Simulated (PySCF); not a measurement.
LDA on C⁻ (carbon, charge -1), [He] 2s2 2p3, high-spin 4S determinant. Calculation: PySCF 2.14, in aug-cc-pVDZ-DK; scalar relativity by spin-free X2C-1e.

```
cycle= 1 E= -37.5373810705085  delta_E= -0.00339  |g|= 0.0584  |ddm|= 0.382
cycle= 2 E= -37.5260002750813  delta_E= 0.0114  |g|= 0.125  |ddm|= 0.435
cycle= 3 E= -37.5407338762599  delta_E= -0.0147  |g|= 0.00452  |ddm|= 0.296
cycle= 4 E= -37.5407580737575  delta_E= -2.42e-05  |g|= 0.000626  |ddm|= 0.013
cycle= 5 E= -37.5407584312518  delta_E= -3.57e-07  |g|= 2.86e-05  |ddm|= 0.00137
cycle= 6 E= -37.5407584320095  delta_E= -7.58e-10  |g|= 1.52e-07  |ddm|= 6.54e-05
converged SCF energy = -37.5407584320095  <S^2> = 3.7544502  2S+1 = 4.0022245
```

Highest occupied orbital energy: 1.865 eV; ⟨L²⟩ = 0.00; populations by l: s 4.00, p 3.00, d 0.00.

Question: Can this result be used?

Answer: With care. The run converged. At LDA the highest occupied level has a positive energy, so only the finite basis holds that electron; in a semilocal or global hybrid functional this comes from self-interaction and does not mean that the real anion is unbound.
